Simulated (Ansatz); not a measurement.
Geometry optimisation, RKS B3LYP-D4/def2-SVP in Ansatz.

Input:

```yaml
crystal:
  periodic: [false, false, false]
  atoms:
    - { symbol: Zr, position_ang: [-0.614, 0.9465, -0.7658] }
    - { symbol: C, position_ang: [0.4957, -1.1614, 0.5947] }
    - { symbol: F, position_ang: [0.1306, 0.1197, -2.2409] }
    - { symbol: F, position_ang: [-2.3373, 0.4718, -0.2963] }
    - { symbol: F, position_ang: [-0.6091, 2.7495, -1.1773] }
    - { symbol: H, position_ang: [0.754, 0.1147, 1.0837] }
    - { symbol: F, position_ang: [0.8534, 1.3139, 1.3031] }
    - { symbol: H, position_ang: [1.2799, -1.4436, -0.1165] }
    - { symbol: H, position_ang: [0.5648, -1.786, 1.4742] }
    - { symbol: H, position_ang: [-0.5181, -1.3249, 0.1411] }
basis:
  gaussian: { orbitals: def2-SVP }
hamiltonian:
  xc: b3lyp
  dispersion: d4
relax:
  f_tol: 0.15
  max_steps: 25
  restrain:
    - { distance: [0, 6], at: 3.62, k: 30.0 }
    - { distance: [5, 1], at: 2.37, k: 30.0 }
    - { distance: [0, 1], at: 2.51, k: 30.0 }
    - { distance: [5, 6], at: 0.88, k: 30.0 }
```

Run as:

```bash
$ ansatz run input.yaml --threads 2 --pin off --max-ram 3072MiB --backend cpu --events-out ev --progress --plain --runs-dir out
```

Problem. Where does it end, and by what steps?

Solution. The forces met the threshold. The restraints hold the end off the free minimum. After 19 steps the energy has fallen by 0.299 eV (the restraints' own energy left out); F3 moved furthest, 1.36 Å. Parted: Zr1–F7 (2.56 → 3.61 Å). Joined: H6–F7 (1.22 → 0.91 Å).

```json
{"step": "0", "energy less start (eV)": "0.0000", "largest force component (eV/Å)": "4.097", "accepted": "yes"}
{"step": "1", "energy less start (eV)": "1.0567", "largest force component (eV/Å)": "4.342", "accepted": "yes"}
{"step": "2", "energy less start (eV)": "1.5692", "largest force component (eV/Å)": "3.976", "accepted": "yes"}
{"step": "3", "energy less start (eV)": "1.5841", "largest force component (eV/Å)": "2.906", "accepted": "yes"}
{"step": "4", "energy less start (eV)": "0.8870", "largest force component (eV/Å)": "2.474", "accepted": "yes"}
{"step": "5", "energy less start (eV)": "0.2715", "largest force component (eV/Å)": "1.147", "accepted": "yes"}
{"step": "6", "energy less start (eV)": "0.0824", "largest force component (eV/Å)": "1.202", "accepted": "yes"}
{"step": "7", "energy less start (eV)": "-0.0635", "largest force component (eV/Å)": "1.074", "accepted": "yes"}
{"step": "8", "energy less start (eV)": "-0.1228", "largest force component (eV/Å)": "0.965", "accepted": "yes"}
{"step": "9", "energy less start (eV)": "-0.1857", "largest force component (eV/Å)": "1.337", "accepted": "yes"}
{"step": "10", "energy less start (eV)": "-0.1891", "largest force component (eV/Å)": "1.474", "accepted": "yes"}
{"step": "11", "energy less start (eV)": "-0.1763", "largest force component (eV/Å)": "2.277", "accepted": "no"}
{"step": "12", "energy less start (eV)": "-0.2435", "largest force component (eV/Å)": "1.166", "accepted": "yes"}
{"step": "13", "energy less start (eV)": "-0.2593", "largest force component (eV/Å)": "1.173", "accepted": "yes"}
{"step": "14", "energy less start (eV)": "-0.2782", "largest force component (eV/Å)": "1.128", "accepted": "no"}
{"step": "15", "energy less start (eV)": "-0.2679", "largest force component (eV/Å)": "1.177", "accepted": "yes"}
{"step": "16", "energy less start (eV)": "-0.2764", "largest force component (eV/Å)": "1.170", "accepted": "yes"}
{"step": "17", "energy less start (eV)": "-0.2870", "largest force component (eV/Å)": "1.124", "accepted": "yes"}
{"step": "18", "energy less start (eV)": "-0.2848", "largest force component (eV/Å)": "1.034", "accepted": "yes"}
{"step": "19", "energy less start (eV)": "-0.2989", "largest force component (eV/Å)": "1.154", "accepted": "yes"}
```

```xyz
10
Properties=species:S:1:pos:R:3
Zr -0.785 0.611 -1.101
C 0.412 -1.093 0.198
F -1.070 -0.153 -2.816
F -2.443 0.935 -0.231
F 0.330 2.141 -1.254
H 1.081 0.430 1.887
F 0.704 1.225 2.133
H 1.496 -0.882 0.222
H 0.004 -1.128 1.223
H 0.272 -2.086 -0.261
```

Run time: 32 s on 2 threads of AMD EPYC 9R45 96-Core Processor (Zen 5), with other jobs on the host, peak memory 0.32 GiB.
